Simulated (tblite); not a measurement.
A geometry optimisation, step by step.

Compound: C5H12OSi2.
SMILES with atom numbers: `[CH3:1][C:2]#[C:3][SiH2:4][SiH2:5][O:6][CH2:7][CH3:8]` (hydrogens: H9, H10, H11 on C1; H12, H13 on Si4; H14, H15 on Si5; H16, H17 on C7; H18, H19, H20 on C8)

Computed with GFN2-xTB (tblite), gas phase: L-BFGS steps from a force-field or distance-geometry start until the largest atomic force falls under 0.01 eV/Å. 5 of its 184 geometries are shown.

Step 0: E = -661.2320 eV, largest atomic force 2.820 eV/Å
```
atom  x, y, z in Å  |  force x, y, z in eV/Å
C1      4.770    1.171   -0.496   -0.298  -0.486  -0.708
C2      3.513    0.396   -0.634    0.666   0.257   0.123
C3      2.490   -0.247   -0.729    0.971   0.468  -0.092
Si4     0.918   -1.157   -0.888   -0.174  -0.491  -0.465
Si5    -0.400   -0.599    0.823   -0.861   1.469  -0.049
O6     -1.710    0.296    0.144    2.181  -1.491   0.986
C7     -2.932   -0.299    0.391   -0.618   0.018  -0.101
C8     -3.979    0.601   -0.249   -0.733   0.086   0.971
H9      5.407    1.024   -1.407   -0.581   0.047   0.637
H10     5.364    0.822    0.368   -0.486   0.301  -0.303
H11     4.521    2.243   -0.438    0.183  -0.473   0.209
H12     0.208   -0.848   -2.126    0.223  -0.035  -0.380
H13     1.133   -2.613   -0.798    0.255   0.000  -0.233
H14    -0.910   -1.816    1.466   -0.086   0.178   0.230
H15     0.312    0.281    1.774   -0.461  -0.166   0.067
H16    -2.985   -1.322   -0.042    0.038   0.346   0.296
H17    -3.068   -0.361    1.489   -0.227  -0.114  -0.379
H18    -3.547    1.621   -0.222   -0.547  -0.546  -0.257
H19    -4.875    0.550    0.417    0.428   0.287  -0.821
H20    -4.237    0.269   -1.258    0.128   0.343   0.268
```

Step 46: E = -661.9329 eV, largest atomic force 0.062 eV/Å
```
atom  x, y, z in Å  |  force x, y, z in eV/Å
C1      4.818    1.168   -0.530   -0.044  -0.020   0.002
C2      3.577    0.428   -0.657    0.011   0.008  -0.020
C3      2.541   -0.178   -0.772   -0.009  -0.022   0.004
Si4     0.971   -1.136   -0.968    0.038   0.030   0.012
Si5    -0.438   -0.705    0.792    0.017  -0.005   0.008
O6     -1.844   -0.485    0.010    0.006  -0.001   0.020
C7     -3.139   -0.388    0.529   -0.005  -0.027  -0.005
C8     -3.933    0.677   -0.212    0.013   0.009  -0.034
H9      5.437    1.014   -1.416   -0.035   0.006   0.033
H10     5.371    0.829    0.348   -0.037   0.012  -0.028
H11     4.606    2.234   -0.427    0.020  -0.039   0.002
H12     0.470   -0.824   -2.319    0.010   0.015   0.033
H13     1.378   -2.554   -1.000    0.014   0.011  -0.010
H14    -0.571   -1.809    1.767    0.007   0.027  -0.036
H15    -0.146    0.463    1.641   -0.010   0.008  -0.001
H16    -3.619   -1.366    0.402   -0.025  -0.018   0.008
H17    -3.110   -0.164    1.601    0.010   0.007   0.001
H18    -3.588    1.673    0.053    0.032   0.008   0.031
H19    -4.989    0.589    0.026    0.007   0.024   0.029
H20    -3.798    0.546   -1.282   -0.022  -0.034  -0.047
```

Step 92: E = -661.9555 eV, largest atomic force 0.036 eV/Å
```
atom  x, y, z in Å  |  force x, y, z in eV/Å
C1      4.784    1.169   -0.492   -0.002  -0.003   0.002
C2      3.540    0.445   -0.640   -0.003   0.002  -0.003
C3      2.502   -0.157   -0.764    0.002  -0.009   0.003
Si4     0.932   -1.098   -1.006    0.010  -0.015  -0.021
Si5    -0.466   -0.714    0.769    0.003  -0.002  -0.008
O6     -1.914   -0.775    0.036    0.008   0.007  -0.006
C7     -3.175   -0.477    0.559   -0.011  -0.005   0.001
C8     -3.809    0.665   -0.222    0.008  -0.010   0.007
H9      5.408    1.014   -1.372    0.004   0.007   0.004
H10     5.321    0.815    0.388   -0.002   0.001   0.004
H11     4.586    2.235   -0.381    0.000  -0.003   0.002
H12     0.446   -0.695   -2.337   -0.021   0.000   0.004
H13     1.340   -2.510   -1.123   -0.001  -0.005  -0.003
H14    -0.425   -1.712    1.855    0.011   0.014   0.012
H15    -0.306    0.573    1.467   -0.001   0.014   0.013
H16    -3.793   -1.379    0.479   -0.013  -0.027  -0.020
H17    -3.099   -0.216    1.620    0.002   0.026   0.001
H18    -3.196    1.559   -0.131   -0.004  -0.001  -0.001
H19    -4.806    0.874    0.157    0.015  -0.010   0.004
H20    -3.875    0.394   -1.273   -0.004   0.018   0.004
```

Step 137: E = -661.9719 eV, largest atomic force 0.102 eV/Å
```
atom  x, y, z in Å  |  force x, y, z in eV/Å
C1      4.730    1.114   -0.393   -0.030  -0.029  -0.006
C2      3.522    0.364   -0.666    0.014   0.007   0.012
C3      2.520   -0.270   -0.886   -0.071  -0.023   0.039
Si4     0.908   -1.140   -1.127   -0.072   0.024   0.062
Si5    -0.467   -0.430    0.577    0.002   0.034   0.027
O6     -1.909   -0.980    0.065    0.004   0.049  -0.087
C7     -3.178   -0.663    0.550   -0.024  -0.039   0.024
C8     -3.694    0.639   -0.048    0.035  -0.011  -0.008
H9      5.428    1.018   -1.226    0.000   0.012   0.038
H10     5.198    0.735    0.515    0.038  -0.010  -0.022
H11     4.490    2.167   -0.246   -0.001  -0.009  -0.034
H12     0.473   -0.787   -2.493    0.010  -0.040   0.038
H13     1.164   -2.595   -1.116    0.043   0.083  -0.029
H14    -0.229   -0.980    1.927    0.041   0.025  -0.021
H15    -0.520    1.030    0.815    0.039  -0.075  -0.036
H16    -3.839   -1.493    0.276   -0.010  -0.001  -0.010
H17    -3.156   -0.592    1.647   -0.003   0.014  -0.069
H18    -3.041    1.458    0.250   -0.059  -0.009  -0.031
H19    -4.704    0.836    0.302    0.015   0.015   0.017
H20    -3.703    0.577   -1.136    0.029  -0.018   0.096
```

Step 183: E = -661.9968 eV, largest atomic force 0.008 eV/Å
```
atom  x, y, z in Å  |  force x, y, z in eV/Å
C1      4.849    1.043   -0.407    0.002  -0.003  -0.001
C2      3.606    0.332   -0.615   -0.003   0.001   0.002
C3      2.568   -0.258   -0.785    0.000   0.002   0.000
Si4     0.969   -1.145   -1.037    0.003   0.005   0.000
Si5    -0.557   -0.147    0.354    0.001   0.000   0.005
O6     -1.923   -0.874   -0.144   -0.001   0.000  -0.004
C7     -3.211   -0.784    0.386    0.006   0.002   0.000
C8     -3.815    0.603    0.226    0.002   0.002  -0.002
H9      5.505    0.908   -1.266    0.004   0.000  -0.005
H10     5.351    0.662    0.483    0.000   0.000   0.003
H11     4.654    2.107   -0.274   -0.002  -0.003   0.001
H12     0.679   -1.057   -2.479   -0.001   0.001  -0.003
H13     1.248   -2.566   -0.760   -0.005   0.004   0.004
H14    -0.384   -0.376    1.801    0.002   0.002  -0.001
H15    -0.662    1.319    0.246    0.001  -0.003   0.001
H16    -3.820   -1.523   -0.146   -0.004  -0.004  -0.001
H17    -3.185   -1.057    1.449   -0.003   0.000   0.002
H18    -3.239    1.327    0.796   -0.006  -0.005  -0.001
H19    -4.842    0.603    0.582    0.005   0.000  -0.003
H20    -3.800    0.893   -0.822   -0.001   0.000   0.002
```

**Question.** Summarise the path.

**Answer.** The energy falls by 73.79 kJ/mol from step 0 to step 183; nine tenths of that is first reached at step 39. It falls at every step. The largest force goes from 2.820 to 0.008 eV/Å. Among the bonds Si5–O6 changes most, from 1.726 to 1.626 Å; the atoms move by 0.813 Å rms after alignment.

**Question.** Follow the three bonds and two angles with the largest change from start to end.

**Answer.** 
```
step  E above end (kJ/mol)  largest force (eV/Å)  Si5–O6 (Å)  Si4–Si5 (Å)  C1–C2 (Å)  Si5–O6–C7 (°)  Si5–Si4–H13 (°)
   0                 73.79                 2.820       1.726        2.231      1.483          112.2            106.7
   8                 28.55                 0.345       1.636        2.278      1.445          122.9            109.3
  16                 21.59                 0.184       1.632        2.299      1.445          124.6            113.8
  24                 15.60                 0.279       1.626        2.308      1.444          131.0            112.8
  32                  9.63                 0.204       1.626        2.298      1.446          133.8            111.9
  40                  6.88                 0.115       1.622        2.292      1.447          131.2            110.6
  48                  6.02                 0.058       1.623        2.293      1.448          128.8            111.8
  56                  5.70                 0.076       1.623        2.292      1.447          128.5            112.6
  64                  4.77                 0.107       1.625        2.291      1.448          128.5            112.7
  72                  4.26                 0.037       1.626        2.293      1.448          128.9            112.9
  80                  4.13                 0.020       1.625        2.293      1.448          128.9            112.9
  88                  4.04                 0.023       1.624        2.294      1.447          129.1            112.9
  95                  3.92                 0.047       1.624        2.294      1.447          129.2            113.2
 103                  3.63                 0.043       1.624        2.294      1.447          129.2            114.4
 111                  3.43                 0.021       1.624        2.293      1.447          129.5            114.9
 119                  3.31                 0.028       1.624        2.294      1.448          129.1            114.9
 127                  3.12                 0.045       1.624        2.291      1.447          128.4            114.6
 135                  2.58                 0.074       1.626        2.295      1.449          128.1            113.6
 143                  1.23                 0.085       1.627        2.291      1.449          128.5            114.8
 151                  0.38                 0.045       1.625        2.291      1.448          128.8            115.2
 159                  0.15                 0.027       1.626        2.292      1.447          128.7            115.0
 167                  0.08                 0.024       1.626        2.292      1.448          128.8            115.1
 175                  0.03                 0.015       1.626        2.294      1.448          128.9            115.4
 183                  0.00                 0.008       1.626        2.293      1.447          129.1            115.5
```

What follows is the cost of the whole relaxation. On one thread of an AMD EPYC 9R45, on a shared host, this took 0.99 s wall.
